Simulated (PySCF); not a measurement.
## Calculated data, Al$_{2}$H$_{3}$

Computed with PySCF 2.14.0. Calculation on a computer-drawn molecule: vertical ionisation energy to the stated ion spin, frozen-core CCSD(T) at the basis limit and cheaper methods, single-reference cases, UHF for radicals, no spin-orbit; all values are single points at the evaluated structure, the first of each entry, which is the reference or a displaced copy of it and isn't optimised; the reference structure only sets the zero of the energies above reference; triples share is (T) over the correlation energy.

Common to all runs: charge 1; multiplicity 1; ion multiplicity 2; diffuse functions no; basis cc-pV(n+d)Z; reference is the Hartree-Fock double-zeta minimum; best is HF at quadruple zeta + MP2 correlation extrapolated from triple and quadruple zeta + CCSD(T) minus MP2 at triple zeta; basis step is the size of the change from the same recipe one zeta lower.

(1) Al$_{2}$H$_{3}$

Evaluated structure:
```xyz
5
Al2H3
Al    -0.5818     1.4776     3.0270
Al    -1.5587    -0.6172     1.5266
H     -0.0377     2.6502     3.8841
H     -1.0649    -1.9575     2.1199
H     -2.4187    -0.2109     0.3999
```

Reference structure:
```xyz
5
Al2H3
Al    -0.6019     1.4863     3.0333
Al    -1.5321    -0.5962     1.5613
H     -0.0662     2.6844     3.8809
H     -1.0242    -1.9654     2.0997
H     -2.4406    -0.1231     0.3893
```

It finds ionisation energy best 15.3 eV; ionisation energy basis step 0.03314 eV; energy above reference best 1.759 kcal/mol; energy above reference basis step 0.1375 kcal/mol; ionisation energy Koopmans at triple zeta 15.17 eV; ionisation energy EOM CCSD at triple zeta 15.26 eV; total energy HF triple zeta -485.3221 hartree; total energy CCSD(T) triple zeta -485.4862 hartree; total energy best -485.5051 hartree; T1 diagnostic at triple zeta 0.01054; D1 diagnostic at triple zeta 0.02251; ion T1 diagnostic at triple zeta 0.02481; ion D1 diagnostic at triple zeta 0.05586; ion spin squared at triple zeta 0.8004; triples share at triple zeta 0.01906; basis functions triple zeta 120.

Drawn bonds:
```csv
atom,other atom,order
1,2,1
1,3,1
2,4,1
2,5,1
```

Triple zeta:
```csv
method,ionisation energy (eV),energy above reference (kcal/mol)
HF,14.39,1.395
PBE,14.86,2.146
r2SCAN,14.91,1.826
B3LYP,15.05,1.589
wB97X,15.16,1.624
MP2,15.13,1.498
CCSD,15.18,1.665
CCSD(T),15.2,1.714
```

(2) Al$_{2}$H$_{3}$

Evaluated structure:
```xyz
5
Al2H3
Al    -0.5818     1.4776     3.0270
Al    -1.5587    -0.6172     1.5266
H     -0.0840     2.5504     3.8112
H     -1.0649    -1.9575     2.1199
H     -2.4187    -0.2109     0.3999
```

Reference structure:
```xyz
5
Al2H3
Al    -0.6019     1.4863     3.0333
Al    -1.5321    -0.5962     1.5613
H     -0.0662     2.6844     3.8809
H     -1.0242    -1.9654     2.0997
H     -2.4406    -0.1231     0.3893
```

Results for Al$_{2}$H$_{3}$: ionisation energy best 15.33 eV; ionisation energy basis step 0.03099 eV; energy above reference best 6.283 kcal/mol; energy above reference basis step 0.2278 kcal/mol; ionisation energy Koopmans at triple zeta 15.18 eV; ionisation energy EOM CCSD at triple zeta 15.29 eV; total energy HF triple zeta -485.3154 hartree; total energy CCSD(T) triple zeta -485.4790 hartree; total energy best -485.4979 hartree; T1 diagnostic at triple zeta 0.009939; D1 diagnostic at triple zeta 0.0209; ion T1 diagnostic at triple zeta 0.0228; ion D1 diagnostic at triple zeta 0.05864; ion spin squared at triple zeta 0.7829; triples share at triple zeta 0.01848; basis functions triple zeta 120.

Drawn bonds:
```csv
atom,other atom,order
1,2,1
1,3,1
2,4,1
2,5,1
```

Triple zeta:
```csv
method,ionisation energy (eV),energy above reference (kcal/mol)
HF,14.43,5.645
PBE,14.9,7.394
r2SCAN,14.94,6.524
B3LYP,15.09,6.131
wB97X,15.19,5.918
MP2,15.15,5.766
CCSD,15.22,6.149
CCSD(T),15.24,6.262
```

(3) Al$_{2}$H$_{3}$

Evaluated structure:
```xyz
5
Al2H3
Al    -0.5818     1.4776     3.0270
Al    -1.5587    -0.6172     1.5266
H     -0.0805     2.5580     3.8167
H     -1.0649    -1.9575     2.1199
H     -2.4187    -0.2109     0.3999
```

Reference structure:
```xyz
5
Al2H3
Al    -0.6019     1.4863     3.0333
Al    -1.5321    -0.5962     1.5613
H     -0.0662     2.6844     3.8809
H     -1.0242    -1.9654     2.0997
H     -2.4406    -0.1231     0.3893
```

The calculation gives: ionisation energy best 15.33 eV; ionisation energy basis step 0.03119 eV; energy above reference best 5.635 kcal/mol; energy above reference basis step 0.2184 kcal/mol; ionisation energy Koopmans at triple zeta 15.18 eV; ionisation energy EOM CCSD at triple zeta 15.29 eV; total energy HF triple zeta -485.3164 hartree; total energy CCSD(T) triple zeta -485.4800 hartree; total energy best -485.4989 hartree; T1 diagnostic at triple zeta 0.009976; D1 diagnostic at triple zeta 0.021; ion T1 diagnostic at triple zeta 0.02289; ion D1 diagnostic at triple zeta 0.05851; ion spin squared at triple zeta 0.7838; triples share at triple zeta 0.01852; basis functions triple zeta 120.

Drawn bonds:
```csv
atom,other atom,order
1,2,1
1,3,1
2,4,1
2,5,1
```

Triple zeta:
```csv
method,ionisation energy (eV),energy above reference (kcal/mol)
HF,14.42,5.008
PBE,14.9,6.698
r2SCAN,14.94,5.867
B3LYP,15.09,5.488
wB97X,15.19,5.288
MP2,15.15,5.133
CCSD,15.22,5.504
CCSD(T),15.23,5.613
```

(4) Al$_{2}$H$_{3}$

Evaluated structure:
```xyz
5
Al2H3
Al    -0.5818     1.4776     3.0270
Al    -1.5587    -0.6172     1.5266
H     -0.0138     2.7016     3.9217
H     -1.0649    -1.9575     2.1199
H     -2.4187    -0.2109     0.3999
```

Reference structure:
```xyz
5
Al2H3
Al    -0.6019     1.4863     3.0333
Al    -1.5321    -0.5962     1.5613
H     -0.0662     2.6844     3.8809
H     -1.0242    -1.9654     2.0997
H     -2.4406    -0.1231     0.3893
```

Drawn bonds:
```csv
atom,other atom,order
1,2,1
1,3,1
2,4,1
2,5,1
```

Questions
1. Al$_{2}$H$_{3}$ (entry 4): T1 diagnostic at triple zeta?
2. Al$_{2}$H$_{3}$ (entry 4): triples share at triple zeta?
3. Give the table of triple zeta values for Al$_{2}$H$_{3}$ (entry 4).

Answers
1. 0.01094
2. 0.01941
3. 
Triple zeta:
```csv
method,ionisation energy (eV),energy above reference (kcal/mol)
HF,14.35,1.974
PBE,14.83,2.044
r2SCAN,14.88,2.035
B3LYP,15.01,1.861
wB97X,15.13,2.078
MP2,15.11,2.004
CCSD,15.15,2.013
CCSD(T),15.16,2.02
```

Further results for Al$_{2}$H$_{3}$ (entry 4):

- ionisation energy best: 15.26 eV
- ionisation energy basis step: 0.03345 eV
- energy above reference best: 2.096 kcal/mol
- energy above reference basis step: 0.1248 kcal/mol
- ionisation energy Koopmans at triple zeta: 15.15 eV
- ionisation energy EOM CCSD at triple zeta: 15.23 eV
- total energy HF triple zeta: -485.3212 hartree
- total energy CCSD(T) triple zeta: -485.4857 hartree
- total energy best: -485.5046 hartree
- D1 diagnostic at triple zeta: 0.02364
- ion T1 diagnostic at triple zeta: 0.02694
- ion D1 diagnostic at triple zeta: 0.06129
- ion spin squared at triple zeta: 0.8155
- basis functions triple zeta: 120
